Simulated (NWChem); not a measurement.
System: fluoroethane (C2H5F); SMILES C(C)F

```xyz
8

C      1.1720    -0.1379     0.2634
C     -0.3217    -0.3966     0.2144
F     -0.9475     0.5971    -0.5343
H      1.6763    -0.9150     0.8495
H      1.5951    -0.1365    -0.7464
H      1.3789     0.8330     0.7254
H     -0.7608    -0.3904     1.2202
H     -0.5441    -1.3640    -0.2536
```
Atoms are numbered in this order, from 1.

Program: NWChem. All runs use the structure optimised with B3LYP/6-31G* (spherical d). Level: PBE0/def2-SVPD; the question gives the wavelength of the field.

Problem. Predict the results for field 400 nm. Quantities: isotropic polarisability (bohr³); anisotropy (bohr³).

Solution. 
- isotropic polarisability (bohr³) = 29.8
- anisotropy (bohr³) = 3.3
